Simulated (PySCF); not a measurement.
Two species compared at the same levels of theory.

First species: C₆H₉ClOSi.
Structure used (GFN2-xTB), in Å, numbered top down from 1:
```
atom  x, y, z in Å
Si1    3.0471    0.3536   -0.2429
O2     1.4808    0.7792   -0.1029
C3     0.3530    0.0581   -0.0300
C4     0.1994   -1.2698   -0.0564
C5    -1.2377   -1.6706    0.0534
C6    -1.9993   -0.3365    0.1559
C7    -0.9385    0.7268    0.0977
C8    -1.1082    2.0448    0.1506
Cl9   -2.6628    2.7637    0.3003
H10    3.6376    1.6813   -0.2560
H11    3.2711   -0.4037   -1.4755
H12    3.4647   -0.4631    0.8980
H13    0.9955   -1.9873   -0.1441
H14   -1.4011   -2.2993    0.9319
H15   -1.5485   -2.2491   -0.8197
H16   -2.5609   -0.2590    1.0878
H17   -2.7087   -0.2095   -0.6629
H18   -0.2923    2.7467    0.1032
```

Second species: C6H13PSi2.
SMILES: `C=C(C)C#C[SiH2]P[SiH2]C`

Levels: PBE0/pcSseg-1 for dipole moment, HOMO energy, LUMO energy and HOMO–LUMO gap; GFN2-xTB for rotational constant A and rotational constant C. Geometries: GFN2-xTB. Each structure is a single optimised conformer of the isolated species, non-relativistic unless stated; the electronic structure was computed with PySCF and density fitting.

Dipoles, sizes and rotational constants follow the conformer. The torsions of the flexible species, by atom-mapped SMILES:
- `[SiH3:1][O:2][C:3]1=[CH:4][CH2:5][CH2:6]/[C:7]1=[CH:8]\[Cl:9]`: Si1–O2–C3–C4 0°
- `[CH2:1]=[C:2]([CH3:3])[C:4]#[C:5][SiH2:6][PH:7][SiH2:8][CH3:9]`: C5–Si6–P7–Si8 144°, Si6–P7–Si8–C9 74°

| property | column X | column Y |
| --- | --- | --- |
| dipole moment | 0.97 D | 2.59 D |
| HOMO energy | -7.01 eV | -6.17 eV |
| LUMO energy | -1.13 eV | -0.63 eV |
| HOMO–LUMO gap | 5.88 eV | 5.54 eV |
| rotational constant A | 2.795 GHz | 1.873 GHz |
| rotational constant C | 0.290 GHz | 0.491 GHz |

Which column belongs to which species?

Column X is the second species and column Y the first. The first has 18 atoms and 84 electrons, the second 22 and 92.

How does each property change from the first species to the second?

dipole moment -1.62 D; HOMO energy -0.84 eV; LUMO energy -0.50 eV; HOMO–LUMO gap +0.34 eV; rotational constant A +0.922 GHz; rotational constant C -0.201 GHz.

On the first: A dipole of 2.59 D is allowed in Cs, and pure rotational transitions are dipole-allowed. The dipole equals about 8.6 × 10⁻³⁰ C·m (1 D = 3.33564 × 10⁻³⁰ C·m).

On the second: The dipole equals about 3.3 × 10⁻³⁰ C·m (1 D = 3.33564 × 10⁻³⁰ C·m).
